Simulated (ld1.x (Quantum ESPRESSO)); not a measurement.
## magnesium TM: all-electron and pseudo phase curves

```json
{
 "Element": "magnesium (Mg)",
 "Generator": "ld1.x (Quantum ESPRESSO) 7.5",
 "Type": "norm-conserving Troullier–Martins (Kleinman–Bylander form)",
 "Functional": "LDA (PZ)",
 "Relativity": "scalar-relativistic",
 "Frozen core": "[Ne]",
 "Valence charge": "2",
 "Reference configuration": "3s1 3p0 (charge +1)",
 "Partial waves": "3p (bound, empty): rc 1.85 bohr; 3d channel at 0.2 Ry: rc 2.00 bohr; 3s (bound): rc 2.10 bohr",
 "Local potential": "the s channel",
 "Core correction": "a·sin(br)/r model core inside 1.95 bohr"
}
```

The phase is arctan(r·u′/u) with u = r·R(r), unwrapped; energies in Ry, scanned from -3 to 5 Ry. A pole is an energy at which the radial function vanishes at the test radius. The pseudo phase is shifted by a multiple of π to meet the all-electron one at the reference energy, and phase errors are pseudo minus all-electron; the curves can meet again beyond the range given. Levels narrower than the energy grid can be missing from the lists of poles.

```tsv
channel	radius (bohr)	reference energy (Ry)	poles, all-electron	poles, pseudo	unbroken range about the reference energy with phases within 0.05 rad	phase error 1 Ry above the reference energy (rad)
s	2.30	-0.85	1.80	1.58	below 2.5	-0.011
p	2.30	-0.53	2.55	0.51, 4.22	below -0.2	-0.534
d	2.30	0.20	2.83	2.96	below 4.2	+0.008
```

Phases in the p channel:

```json
{"E (Ry)": "-3.00", "all-electron": "1.289", "pseudo": "1.270"}
{"E (Ry)": "-2.76", "all-electron": "1.270", "pseudo": "1.253"}
{"E (Ry)": "-2.52", "all-electron": "1.249", "pseudo": "1.233"}
{"E (Ry)": "-2.28", "all-electron": "1.225", "pseudo": "1.210"}
{"E (Ry)": "-2.04", "all-electron": "1.196", "pseudo": "1.181"}
{"E (Ry)": "-1.80", "all-electron": "1.160", "pseudo": "1.146"}
{"E (Ry)": "-1.56", "all-electron": "1.115", "pseudo": "1.102"}
{"E (Ry)": "-1.32", "all-electron": "1.055", "pseudo": "1.044"}
{"E (Ry)": "-1.08", "all-electron": "0.974", "pseudo": "0.964"}
{"E (Ry)": "-0.84", "all-electron": "0.856", "pseudo": "0.850"}
{"E (Ry)": "-0.60", "all-electron": "0.676", "pseudo": "0.675"}
{"E (Ry)": "-0.36", "all-electron": "0.393", "pseudo": "0.387"}
{"E (Ry)": "-0.12", "all-electron": "-0.021", "pseudo": "-0.083"}
{"E (Ry)": "0.12", "all-electron": "-0.477", "pseudo": "-0.683"}
{"E (Ry)": "0.36", "all-electron": "-0.830", "pseudo": "-1.231"}
{"E (Ry)": "0.60", "all-electron": "-1.059", "pseudo": "-1.834"}
{"E (Ry)": "0.84", "all-electron": "-1.207", "pseudo": "-2.995"}
{"E (Ry)": "1.08", "all-electron": "-1.307", "pseudo": "-3.853"}
{"E (Ry)": "1.32", "all-electron": "-1.378", "pseudo": "-4.166"}
{"E (Ry)": "1.56", "all-electron": "-1.433", "pseudo": "-4.321"}
{"E (Ry)": "1.80", "all-electron": "-1.476", "pseudo": "-4.415"}
{"E (Ry)": "2.04", "all-electron": "-1.511", "pseudo": "-4.481"}
{"E (Ry)": "2.28", "all-electron": "-1.541", "pseudo": "-4.529"}
{"E (Ry)": "2.52", "all-electron": "-1.567", "pseudo": "-4.567"}
{"E (Ry)": "2.76", "all-electron": "-1.591", "pseudo": "-4.598"}
{"E (Ry)": "3.00", "all-electron": "-1.614", "pseudo": "-4.623"}
{"E (Ry)": "3.24", "all-electron": "-1.635", "pseudo": "-4.645"}
{"E (Ry)": "3.48", "all-electron": "-1.657", "pseudo": "-4.665"}
{"E (Ry)": "3.72", "all-electron": "-1.678", "pseudo": "-4.682"}
{"E (Ry)": "3.96", "all-electron": "-1.701", "pseudo": "-4.697"}
{"E (Ry)": "4.20", "all-electron": "-1.725", "pseudo": "-4.711"}
{"E (Ry)": "4.44", "all-electron": "-1.752", "pseudo": "-4.725"}
{"E (Ry)": "4.68", "all-electron": "-1.784", "pseudo": "-4.737"}
{"E (Ry)": "4.92", "all-electron": "-1.821", "pseudo": "-4.749"}
```
